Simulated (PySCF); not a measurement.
**Name the molecule from its bond curve**

A diatomic of charge 0 contains K. Its singlet curve at PBE0 in a triple-zeta basis (no relativity, PySCF), in eV from the separated fragments:

```
R (Å)  E (eV)
3.048  -0.474
3.190  -0.543
3.331  -0.585
3.438  -0.601
3.544  -0.605
3.650  -0.601
3.792  -0.584
3.969  -0.547
4.182  -0.488
4.465  -0.394
```

The fit gives ωe = 124 cm⁻¹ and the rotational constant Bₑ = 0.09280 cm⁻¹.

**Question.** Which atom is the partner?

**Answer.** The minimum lies at 3.545 Å, so the reduced mass is 16.8576 u Å² cm⁻¹/(Bₑ·Re²) = 14.45 u. With K at 38.96 u the partner weighs about 23.0 u: Na. The molecule is KNa.

Closed-shell solutions of metal pairs were not tested for spin polarisation, which can lower them a little.
